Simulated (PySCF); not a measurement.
Atomic charges against the basis set

Species: CH5FOSi.
Cartesian coordinates in Å at the PBE0-D3(BJ)/def2-SVP level; atoms count from 1:
```xyz
9
CH5FOSi angstrom
O      1.6431   -0.7921    0.5530
Si     0.6756    0.3792   -0.1247
C     -1.0822   -0.2656   -0.4136
F     -1.6459   -0.5869    0.8124
H      1.3887   -1.1070    1.4250
H      0.5718    1.5856    0.7529
H      1.2916    0.7325   -1.4335
H     -1.0835   -1.1658   -1.0540
H     -1.7123    0.4928   -0.9138
```

PBE0 throughout (PySCF), one geometry, spherical d and f functions. The structure is a single PBE0-D3(BJ)/def2-SVP conformer in the gas phase; no vibrational or solvent corrections. Atoms taken as equivalent share a column and are averaged.

Mulliken charges (e):

| basis | functions | O1 | Si2 | C3 | F4 | H5 | H6/H7 | H8/H9 |
| --- | --- | --- | --- | --- | --- | --- | --- | --- |
| STO-3G | 29 | -0.438 | +0.707 | -0.219 | -0.124 | +0.194 | -0.126 | +0.066 |
| 6-31G | 50 | -0.803 | +0.901 | -0.304 | -0.345 | +0.413 | -0.120 | +0.189 |
| pcSseg-0 | 50 | -0.833 | +1.060 | -0.573 | -0.385 | +0.399 | -0.084 | +0.249 |
| 6-31G* | 70 | -0.741 | +0.669 | -0.199 | -0.344 | +0.446 | -0.090 | +0.175 |
| cc-pVDZ | 85 | -0.363 | +0.462 | +0.032 | -0.257 | +0.174 | -0.077 | +0.052 |
| def2-SVP | 85 | -0.419 | +0.592 | -0.009 | -0.295 | +0.201 | -0.097 | +0.062 |
| aug-cc-pVDZ | 141 | -0.702 | +0.494 | +0.669 | -0.442 | +0.132 | +0.192 | -0.267 |
| 6-311+G(2d,p) | 146 | -0.667 | +0.809 | -0.333 | -0.259 | +0.278 | -0.069 | +0.156 |
| def2-TZVP | 160 | -0.536 | +0.389 | -0.105 | -0.236 | +0.329 | -0.035 | +0.115 |
| cc-pVTZ | 194 | -0.366 | +0.363 | +0.022 | -0.237 | +0.205 | -0.050 | +0.057 |
| IGLO-III | 199 | -0.644 | +0.979 | -0.224 | -0.285 | +0.272 | -0.178 | +0.128 |

IAO charges (e):

| basis | functions | O1 | Si2 | C3 | F4 | H5 | H6/H7 | H8/H9 |
| --- | --- | --- | --- | --- | --- | --- | --- | --- |
| STO-3G | 29 | -0.583 | +0.874 | -0.359 | -0.150 | +0.240 | -0.129 | +0.118 |
| 6-31G | 50 | -0.739 | +0.850 | -0.287 | -0.301 | +0.360 | -0.099 | +0.158 |
| pcSseg-0 | 50 | -0.720 | +0.863 | -0.301 | -0.292 | +0.346 | -0.104 | +0.156 |
| 6-31G* | 70 | -0.768 | +0.981 | -0.267 | -0.313 | +0.361 | -0.140 | +0.143 |
| cc-pVDZ | 85 | -0.767 | +0.972 | -0.264 | -0.316 | +0.364 | -0.139 | +0.145 |
| def2-SVP | 85 | -0.763 | +0.988 | -0.262 | -0.317 | +0.360 | -0.145 | +0.142 |
| aug-cc-pVDZ | 141 | -0.792 | +0.980 | -0.265 | -0.333 | +0.376 | -0.135 | +0.152 |
| 6-311+G(2d,p) | 146 | -0.800 | +1.013 | -0.275 | -0.335 | +0.376 | -0.143 | +0.153 |
| def2-TZVP | 160 | -0.800 | +1.025 | -0.274 | -0.333 | +0.374 | -0.148 | +0.151 |
| cc-pVTZ | 194 | -0.795 | +1.011 | -0.273 | -0.330 | +0.374 | -0.145 | +0.151 |
| IGLO-III | 199 | -0.803 | +1.023 | -0.276 | -0.335 | +0.377 | -0.146 | +0.153 |

Some averages cover members that differ in this geometry, most widely: H8/H9, Mulliken in aug-cc-pVDZ -0.284 to -0.249; H6/H7, Mulliken in cc-pVTZ -0.063 to -0.038 e.

Question: Which scheme is steadiest as the basis changes?

Answer: Largest range over the bases for any column: IAO 0.22 e, Mulliken 1.24 e. IAO charges move least and Mulliken charges most, counted in e. Without the minimal STO-3G basis the ranges are IAO 0.17, Mulliken 1.24 e.

Question: How much do the charges still move between the two largest bases, cc-pVTZ and IGLO-III?

Answer: At most, over all atoms: Mulliken 0.616 e, IAO 0.012 e.

Question: What do the same runs give for the total energy, the frontier levels and the dipole moment?

Answer: 
```csv
basis,energy (Eh),HOMO (eV),LUMO (eV),μ (D)
STO-3G,-499.0143,-3.96,7.31,0.45
6-31G,-505.2156,-8.13,0.48,1.21
pcSseg-0,-504.4771,-8.18,0.66,0.95
6-31G*,-505.3126,-8.01,0.65,0.59
cc-pVDZ,-505.3474,-8.04,0.71,0.51
def2-SVP,-505.0876,-8.15,0.74,0.52
aug-cc-pVDZ,-505.3766,-8.34,-0.36,0.69
"6-311+G(2d,p)",-505.4353,-8.40,-0.28,0.70
def2-TZVP,-505.4584,-8.33,0.14,0.56
cc-pVTZ,-505.4482,-8.26,0.33,0.53
IGLO-III,-505.4644,-8.36,0.09,0.63
```

The dipole is fixed by the density alone, so its range of 0.76 D shows that the density itself changes with the basis, not only its division among atoms.
